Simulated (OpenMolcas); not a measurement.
InF at 2.031 Å: OpenMolcas input and output

Input (each module block was a call of its own in one work directory; start orbitals came from a preliminary run):

```
&GATEWAY
Coord
2
angstrom
In 0.0 0.0 0.0
F 0.0 0.0 2.0310
Basis=ANO-RCC-VTZP
Group=XY
RX2C
AMFI
ANGMom
0.0 0.0 0.0
RICD
&SEWARD
&GUESSORB
* RASSCF and CASPT2 blocks for each multiplicity and irrep, as for the first:
&RASSCF
FileOrb=$CurrDir/o11.orb
Symmetry=1
Spin=1
nActEl=8 0 0
Inactive=15 10
RAS2=3 4
CIRoot=5 5 1
Linear
Iterations=120 100
OrbListing=Nothing
PRWF=0.15
>>COPY $Project.RasOrb $CurrDir/o11.orb
>>COPY $Project.rasscf.h5 $CurrDir/r11.h5
&CASPT2
XMultistate=all
Imaginary=0.2
IPEA=0.25
MaxIter=40
>>COPY $Project.JobMix JOB001
&RASSI
Nr of JobIphs=3 5 6 4
1 2 3 4 5
1 2 3 4 5 6
1 2 3 4
SpinOrbit
EJob
Omega
MEES
MESO
Properties=4
'AngMom' 3 'Mltpl  1' 1 'Mltpl  1' 2 'Mltpl  1' 3
Thrs=1.0d-4
>>COPY $Project.rassi.h5 $CurrDir/so.h5
```

```bash
pymolcas m.inp
```

C2 symmetry about the axis (a holds Σ, Δ, Γ; b holds Π, Φ, H; Σ⁺ and Σ⁻ are not told apart); roots by multiplicity and irrep: 1a 5, 3b 6, 1b 4.

RASSI part of the output, in excerpt:

```
SPIN-FREE ENERGIES:
  (Shifted by EMIN (a.u.) =      -5978.5711161769)
 SF State       Relative EMIN(au)   Rel lowest level(eV)    D:o, cm**(-1)      Abs_M
     1             0.0000000000        0.0000000000              0.0000         0.0
     6             0.1400838471        3.8118756709          30744.8507         1.0
     7             0.1400838471        3.8118756709          30744.8507         1.0
    12             0.2038786735        5.5478213323          44746.1967         1.0
    13             0.2038786735        5.5478213323          44746.1967         1.0
     2             0.2570756556        6.9953849596          56421.5847         2.0
     3             0.2571791007        6.9981998439          56444.2883         2.0
     4             0.2583377712        7.0297288737          56698.5871         0.0
     5             0.2698433320        7.3428111335          59223.7658         0.0
     8             0.2931464735        7.9769219166          64338.2142         1.0
     9             0.2931464735        7.9769219166          64338.2142         1.0
    10             0.3002929361        8.1713870706          65906.6814         1.0
    11             0.3002929361        8.1713870706          65906.6814         1.0
    14             0.3068581187        8.3500347918          67347.5725         1.0
    15             0.3068581187        8.3500347918          67347.5725         1.0
++ Dipole transition strengths (spin-free states):
     for osc. strength at least  1.00000000E-05
      From   To        Osc. strength     Einstein coefficients Ax, Ay, Az (sec-1)    Total A (sec-1)
         1   12       1.16293149E-01  1.27839817E+06  1.54034889E+08  0.00000000E+00  1.55313287E+08
         1   13       1.16293148E-01  1.54034888E+08  1.27839816E+06  0.00000000E+00  1.55313286E+08
         1    5       3.85864392E-02  0.00000000E+00  0.00000000E+00  9.02753058E+07  9.02753058E+07
         1   14       5.29306806E-03  1.18670060E+05  1.58951004E+07  0.00000000E+00  1.60137704E+07
         1   15       5.29306795E-03  1.58951000E+07  1.18670056E+05  0.00000000E+00  1.60137701E+07
         6    8       7.71849426E-03  0.00000000E+00  0.00000000E+00  5.81007569E+06  5.81007569E+06
         6   10       7.03797730E-03  0.00000000E+00  0.00000000E+00  5.80407541E+06  5.80407541E+06
         6   11       7.59912666E-03  0.00000000E+00  0.00000000E+00  6.26684377E+06  6.26684377E+06
         7    9       7.71849426E-03  0.00000000E+00  0.00000000E+00  5.81007569E+06  5.81007569E+06
         7   10       7.59912667E-03  0.00000000E+00  0.00000000E+00  6.26684377E+06  6.26684377E+06
         7   11       7.03797729E-03  0.00000000E+00  0.00000000E+00  5.80407540E+06  5.80407540E+06
        12    2       2.22711916E-04  1.86374232E+04  1.61273068E+03  0.00000000E+00  2.02501539E+04
        12    3       2.23144922E-04  1.62215579E+03  1.87463547E+04  0.00000000E+00  2.03685105E+04
        12    4       5.80245753E-04  5.48349038E+04  4.57279149E+02  0.00000000E+00  5.52921829E+04
        12    5       8.20110485E-05  1.02236254E+02  1.13636039E+04  0.00000000E+00  1.14658402E+04
        13    2       2.22711787E-04  1.61273037E+03  1.86374118E+04  0.00000000E+00  2.02501421E+04
        13    3       2.23144921E-04  1.87463518E+04  1.62215859E+03  0.00000000E+00  2.03685104E+04
        13    4       5.80245851E-04  4.57280423E+02  5.48349118E+04  0.00000000E+00  5.52921922E+04
        13    5       8.20110545E-05  1.13636047E+04  1.02236325E+02  0.00000000E+00  1.14658410E+04
         2   14       4.73678781E-04  3.46190069E+04  3.09889925E+03  0.00000000E+00  3.77179061E+04
         2   15       4.73678979E-04  3.09889959E+03  3.46190222E+04  0.00000000E+00  3.77179218E+04
         3   14       4.72694621E-04  3.07962329E+03  3.44036534E+04  0.00000000E+00  3.74832767E+04
         3   15       4.72694568E-04  3.44036530E+04  3.07961956E+03  0.00000000E+00  3.74832725E+04
         4   14       5.17091617E-04  3.88195341E+04  2.93921460E+02  0.00000000E+00  3.91134555E+04
         4   15       5.17091485E-04  2.93920201E+02  3.88195254E+04  0.00000000E+00  3.91134456E+04
         5   14       8.76654962E-05  3.04403600E+01  3.82869562E+03  0.00000000E+00  3.85913598E+03
         5   15       8.76654932E-05  3.82869551E+03  3.04403336E+01  0.00000000E+00  3.85913584E+03
         8   10       8.87067857E-05  0.00000000E+00  0.00000000E+00  1.45562658E+02  1.45562658E+02
         8   11       9.54547281E-05  0.00000000E+00  0.00000000E+00  1.56635637E+02  1.56635637E+02
         9   10       9.54547280E-05  0.00000000E+00  0.00000000E+00  1.56635637E+02  1.56635637E+02
         9   11       8.87067857E-05  0.00000000E+00  0.00000000E+00  1.45562658E+02  1.45562658E+02
 Electric-quadrupole - electric-quadrupole not included
 Electric-dipole - electric-octupole not included
 Electric-dipole - magnetic-quadrupole not included
   Eigenvalues of complex Hamiltonian:
  (Shifted by EMIN (a.u.) =      -5978.5711161769)
 SO State       Relative EMIN(au)   Rel lowest level(eV)    D:o, cm**(-1)      Omega
     1            -0.0001114607        0.0000000000              0.0000         0.0
     2             0.1367613585        3.7244991499          30040.1115         0.0
     3             0.1368323685        3.7264314310          30055.6964         0.0
     4             0.1399504779        3.8112795101          30740.0423         1.0
     5             0.1399504779        3.8112795101          30740.0423         1.0
     6             0.1434054488        3.9052940579          31498.3208         2.0
     7             0.1434054492        3.9052940686          31498.3209         2.0
     8             0.2039843490        5.5537299102          44793.8526         1.0
     9             0.2039843490        5.5537299102          44793.8526         1.0
    10             0.2568459268        6.9921667210          56395.6279         2.0
    11             0.2569487687        6.9949651909          56418.1991         2.0
    12             0.2580952647        7.0261629370          56669.8259         0.0
    13             0.2695310649        7.3373469127          59179.6939         0.0
    14             0.2916736885        7.9398783963          64039.4381         0.0
    15             0.2917771791        7.9426945191          64062.1516         0.0
    16             0.2931598277        7.9803183028          64365.6079         1.0
    17             0.2931598277        7.9803183028          64365.6079         1.0
    18             0.2939814746        8.0026764543          64545.9386         2.0
    19             0.2939818955        8.0026879090          64546.0309         2.0
    20             0.2995513473        8.1542404113          65768.3843         0.0
    21             0.2995579562        8.1544202482          65769.8348         0.0
    22             0.3001791251        8.1713231154          65906.1656         1.0
    23             0.3001791251        8.1713231154          65906.1656         1.0
    24             0.3021454869        8.2248305462          66337.7321         2.0
    25             0.3021456688        8.2248354952          66337.7721         2.0
    26             0.3069862693        8.3565549451          67400.1611         1.0
    27             0.3069862693        8.3565549451          67400.1611         1.0
 Weights of the five most important spin-orbit-free states for each spin-orbit state.
 SO State  Total energy (au)           Spin-free states, spin, and weights
    1        -0.000111       1 0.0  0.9993    6 1.0  0.0003    7 1.0  0.0003   11 1.0  0.0001   10 1.0  0.0001
    2         0.136761       7 1.0  0.5000    6 1.0  0.5000   10 1.0  0.0000   11 1.0  0.0000    4 0.0  0.0000
    3         0.136832       7 1.0  0.4997    6 1.0  0.4997    1 0.0  0.0006    5 0.0  0.0001    9 1.0  0.0000
    4         0.139950       7 1.0  0.9979   12 0.0  0.0020   13 0.0  0.0001   14 0.0  0.0000    6 1.0  0.0000
    5         0.139950       6 1.0  0.9979   13 0.0  0.0020   12 0.0  0.0001   15 0.0  0.0000    7 1.0  0.0000
    6         0.143405       6 1.0  0.5000    7 1.0  0.5000    2 0.0  0.0000   11 1.0  0.0000   10 1.0  0.0000
    7         0.143405       6 1.0  0.5000    7 1.0  0.5000    3 0.0  0.0000   11 1.0  0.0000   10 1.0  0.0000
    8         0.203984      13 0.0  0.9976    6 1.0  0.0020    8 1.0  0.0001   11 1.0  0.0001    7 1.0  0.0001
    9         0.203984      12 0.0  0.9976    7 1.0  0.0020    9 1.0  0.0001   10 1.0  0.0001    6 1.0  0.0001
   10         0.256846       2 0.0  0.9942   10 1.0  0.0015   11 1.0  0.0015    9 1.0  0.0014    8 1.0  0.0014
   11         0.256949       3 0.0  0.9942   10 1.0  0.0015   11 1.0  0.0015    8 1.0  0.0014    9 1.0  0.0014
   12         0.258095       4 0.0  0.9934    8 1.0  0.0027    9 1.0  0.0027   11 1.0  0.0006   10 1.0  0.0006
   13         0.269531       5 0.0  0.9867    9 1.0  0.0062    8 1.0  0.0062   11 1.0  0.0004   10 1.0  0.0004
   14         0.291674       9 1.0  0.4643    8 1.0  0.4643   10 1.0  0.0338   11 1.0  0.0338    4 0.0  0.0038
   15         0.291777       8 1.0  0.4607    9 1.0  0.4607   10 1.0  0.0343   11 1.0  0.0343    5 0.0  0.0099
   16         0.293160       9 1.0  0.9998   12 0.0  0.0001   15 0.0  0.0000   13 0.0  0.0000   11 1.0  0.0000
   17         0.293160       8 1.0  0.9998   13 0.0  0.0001   14 0.0  0.0000   12 0.0  0.0000   10 1.0  0.0000
   18         0.293981       9 1.0  0.4741    8 1.0  0.4741   10 1.0  0.0239   11 1.0  0.0239    2 0.0  0.0041
   19         0.293982       9 1.0  0.4741    8 1.0  0.4741   10 1.0  0.0239   11 1.0  0.0239    3 0.0  0.0041
   20         0.299551      11 1.0  0.4655   10 1.0  0.4655    8 1.0  0.0331    9 1.0  0.0331    4 0.0  0.0028
   21         0.299558      11 1.0  0.4652   10 1.0  0.4652    9 1.0  0.0331    8 1.0  0.0331    5 0.0  0.0033
   22         0.300179      11 1.0  0.9810   15 0.0  0.0140   14 0.0  0.0048   13 0.0  0.0001   10 1.0  0.0001
   23         0.300179      10 1.0  0.9810   14 0.0  0.0140   15 0.0  0.0048   12 0.0  0.0001   11 1.0  0.0001
   24         0.302145      10 1.0  0.4746   11 1.0  0.4746    9 1.0  0.0245    8 1.0  0.0245    2 0.0  0.0018
   25         0.302146      10 1.0  0.4746   11 1.0  0.4746    8 1.0  0.0245    9 1.0  0.0245    3 0.0  0.0018
   26         0.306986      15 0.0  0.9811   11 1.0  0.0140   10 1.0  0.0048   14 0.0  0.0001    9 1.0  0.0000
   27         0.306986      14 0.0  0.9811   10 1.0  0.0140   11 1.0  0.0048   15 0.0  0.0001    8 1.0  0.0000
++ Dipole transition strengths (SO states):
        for osc. strength at least   1.00000000E-05
      From   To        Osc. strength     Einstein coefficients Ax, Ay, Az (sec-1)    Total A (sec-1)
         1    4       1.65475058E-04  1.30137715E+03  1.02998475E+05  0.00000000E+00  1.04299852E+05
         1    5       1.65475056E-04  1.02998474E+05  1.30137719E+03  0.00000000E+00  1.04299851E+05
         1    8       1.16065821E-01  1.54071926E+08  1.26811222E+06  0.00000000E+00  1.55340038E+08
         1    9       1.16065822E-01  1.26811224E+06  1.54071927E+08  0.00000000E+00  1.55340039E+08
         1   13       3.79366914E-02  0.00000000E+00  0.00000000E+00  8.86231347E+07  8.86231347E+07
         1   15       8.05394178E-04  0.00000000E+00  0.00000000E+00  2.20472159E+06  2.20472159E+06
         1   16       2.68843490E-05  1.53304874E+03  7.27602259E+04  0.00000000E+00  7.42932746E+04
         1   17       2.68843489E-05  7.27602257E+04  1.53304875E+03  0.00000000E+00  7.42932745E+04
         1   22       2.38976756E-05  4.80317529E+04  2.12071183E+04  0.00000000E+00  6.92388712E+04
         1   23       2.38976760E-05  2.12071178E+04  4.80317546E+04  0.00000000E+00  6.92388724E+04
         1   26       5.28546435E-03  1.58726045E+07  1.43144107E+05  0.00000000E+00  1.60157486E+07
         1   27       5.28546445E-03  1.43144112E+05  1.58726048E+07  0.00000000E+00  1.60157489E+07
         2   14       1.35725675E-02  0.00000000E+00  0.00000000E+00  1.04651358E+07  1.04651358E+07
         2   20       8.97939540E-03  0.00000000E+00  0.00000000E+00  7.64563155E+06  7.64563155E+06
         2   21       1.75420866E-05  0.00000000E+00  0.00000000E+00  1.49376673E+04  1.49376673E+04
         3    8       2.24336928E-05  3.22391467E+03  2.64291523E+01  0.00000000E+00  3.25034382E+03
         3    9       2.24336929E-05  2.64291524E+01  3.22391468E+03  0.00000000E+00  3.25034384E+03
         3   13       1.71278991E-04  0.00000000E+00  0.00000000E+00  9.69054699E+04  9.69054699E+04
         3   15       1.33515325E-02  0.00000000E+00  0.00000000E+00  1.02990241E+07  1.02990241E+07
         3   20       1.76799535E-05  0.00000000E+00  0.00000000E+00  1.50407129E+04  1.50407129E+04
         3   21       8.98521327E-03  0.00000000E+00  0.00000000E+00  7.64453318E+06  7.64453318E+06
         4    9       1.21524408E-04  0.00000000E+00  0.00000000E+00  1.60100952E+04  1.60100952E+04
         4   16       7.66077881E-03  0.00000000E+00  0.00000000E+00  5.77769144E+06  5.77769144E+06
         4   22       6.78730764E-03  0.00000000E+00  0.00000000E+00  5.59872001E+06  5.59872001E+06
         4   23       7.57876420E-03  0.00000000E+00  0.00000000E+00  6.25157736E+06  6.25157736E+06
         4   26       1.46264625E-05  0.00000000E+00  0.00000000E+00  1.31120097E+04  1.31120097E+04
         4   27       2.83861569E-04  0.00000000E+00  0.00000000E+00  2.54469982E+05  2.54469982E+05
         5    8       1.21524407E-04  0.00000000E+00  0.00000000E+00  1.60100950E+04  1.60100950E+04
         5   17       7.66077881E-03  0.00000000E+00  0.00000000E+00  5.77769144E+06  5.77769144E+06
         5   22       7.57876419E-03  0.00000000E+00  0.00000000E+00  6.25157735E+06  6.25157735E+06
         5   23       6.78730765E-03  0.00000000E+00  0.00000000E+00  5.59872002E+06  5.59872002E+06
         5   26       2.83861570E-04  0.00000000E+00  0.00000000E+00  2.54469983E+05  2.54469983E+05
...
```

Only roots inside an energy window near the equilibrium distance were included, so the list of states is not complete; labels number the states computed. Each spin and symmetry block has orbitals of its own, averaged over its own roots, so gaps between blocks are less sure than gaps within one and near the minimum can be off by tenths of an eV, in bad cases by more. No Rydberg orbitals are active, so Rydberg states, and σ→σ* states whose orbital the CASSCF left unused, can be missing between those listed. CASPT2 splits the two components of degenerate states numerically, here by up to 23 cm⁻¹. No roots were computed in block 3a (none fell in the window or the block failed), so states of that kind are missing and can lie low or lowest.
